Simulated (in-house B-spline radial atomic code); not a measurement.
# Ionising Mg⁺ with different functionals

Computed with a radial B-spline atomic code at the basis-set limit: non-relativistic Hamiltonian, point nucleus, spin-polarised at highest spin, spherical fractional occupations for the functionals, and exact exchange of hybrids averaged over the configuration. The ionisation energy is the difference of two self-consistent energies, [Ne] 3s1 → [He] 2s2 2p6, without Breit or QED terms; ε is the level of the shell that loses the electron (its least bound occupied spin orbital).

| method | rung | ΔSCF (eV) | -ε(3s) (eV) |
| --- | --- | --- | --- |
| PBE0 | global hybrid | 15.23 | 12.71 |
| B3LYP | global hybrid | 15.48 | 12.61 |
| TPSSh | global hybrid | 15.06 | 12.16 |
| M06-2X | global hybrid | 15.17 | 13.76 |
| BHandHLYP | global hybrid | 15.30 | 13.44 |
| r2SCAN0 | global hybrid | 15.04 | 12.81 |
| B97-1 | global hybrid | 14.99 | 12.38 |
| HSE06 | range-separated hybrid | 15.24 | 12.33 |
| wB97X | range-separated hybrid | 14.61 | 14.53 |
| CAM-B3LYP | range-separated hybrid | 15.47 | 13.94 |
| LC-wPBE | range-separated hybrid | 15.16 | 15.02 |

**Question.** Among the functionals, which spreads more, the ΔSCF values or the orbital energies?

**Answer.** The orbital energies: ΔSCF values span about 0.87 eV and the orbital energies 2.85 eV.

**Question.** How do they compare with the NIST value?

**Answer.** NIST lists 15.035 eV (measured, ground level to ground level). Errors run from -0.42 to +0.45 eV; r2SCAN0 is closest (+0.00 eV), but part of that can be cancellation, since the calculations leave out relativity, Breit-QED terms.
